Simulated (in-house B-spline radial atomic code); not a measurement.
The numbers below are computed, except where a source is named.
**Softness against transferability: the 2p channel of F**

F, [He] 2s2 2p5, non-relativistic LDA (VWN5), spherical and spin-unpolarised, from a B-spline radial code for spherical atoms (atomic units). The all-electron 2p level is ε = -0.415606 hartree and its outer maximum at 0.70 bohr.

Troullier-Martins pseudo-orbitals are made for several radii. The cutoffs (hartree) are the plane-wave energies beyond which the orbital holds less than the named kinetic energy per electron. The phase error is the difference, pseudo minus all-electron, of arctan(R P'/P) at R = 1.77 bohr for all radii, half a hartree below and above the level.

| r_c (bohr) | V_l(0) (hartree) | cutoff for 10 mEh | for 1 mEh | for 0.1 mEh | phase error at ε − 0.5 (mrad) | at ε + 0.5 (mrad) |
| --- | --- | --- | --- | --- | --- | --- |
| 0.79 | -22.07 | 62.3 | 82.9 | 148 | +0.2 | +0.3 |
| 0.91 | -18.64 | 51.6 | 67.3 | 118 | +0.4 | +0.6 |
| 1.05 | -15.69 | 42.3 | 54.5 | 93.6 | +1.0 | +1.4 |
| 1.19 | -13.47 | 35.6 | 44.9 | 76.4 | +2.1 | +2.9 |
| 1.32 | -11.87 | 30.7 | 38.7 | 65 | +3.8 | +5.2 |
| 1.47 | -10.39 | 26.2 | 32.6 | 55.3 | +7.4 | +9.1 |

(1) Which radius needs the lowest cutoff for 0.1 mEh while both phase errors stay within 3.0 mrad?

(2) What does the larger radius buy, and what does it cost?

## Answers

(1) The radii within that limit are 0.79, 0.91, 1.05, 1.19 bohr; of these r_c = 1.19 needs the least, 76.4 hartree, that is 153 Ry or 2079 eV.

(2) From r_c = 0.79 to 1.47 bohr the cutoff for 1 mEh goes from 82.9 to 32.6 hartree, a factor of 2.54, against 3.46 for a pure 1/r_c² scaling, end to end; step by step it is 82.9, 67.3, 54.5, 44.9, 38.7, 32.6, and for 0.1 mEh 148, 118, 93.6, 76.4, 65, 55.3; the number of plane waves goes as the cutoff to the power 3/2, here a factor of 4.1. The larger of the two phase errors is least at r_c = 0.79 bohr, 0.3 mrad; it is 0.3 at the smallest radius and 9.1 at the largest. These errors test the reference atom alone. Large radii also let the cores of neighbours overlap, which an atom doesn't show.
